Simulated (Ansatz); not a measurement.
System: Mo, charge 0, septet.

Total energies in def2-SVP, 6 correlated electrons, 4 frozen orbitals. Radicals and triplets start from unrestricted determinants; spin-orbit coupling is neglected. Cores are frozen in correlated methods (noble-gas shells, and filled d and f shells in the p block). Past Kr the def2 sets carry scalar-relativistic core potentials.

```json
[
 {"method": "HF", "program": "Ansatz", "energy (Eh)": "-67.54537", "minus CCSDTQ (mEh)": "60.95"},
 {"method": "MP2", "program": "Ansatz", "energy (Eh)": "-67.59813", "minus CCSDTQ (mEh)": "8.19"},
 {"method": "CCSD", "program": "Ansatz", "energy (Eh)": "-67.60529", "minus CCSDTQ (mEh)": "1.03"},
 {"method": "CCSD(T)", "program": "Ansatz", "energy (Eh)": "-67.60614", "minus CCSDTQ (mEh)": "0.18"},
 {"method": "CCSDT(Q)", "program": "Ansatz", "energy (Eh)": "-67.60632", "minus CCSDTQ (mEh)": "0.00"},
 {"method": "CCSDTQ", "program": "Ansatz", "energy (Eh)": "-67.60632", "minus CCSDTQ (mEh)": "0.00"}
]
```

Ansatz is an electronic-structure program.
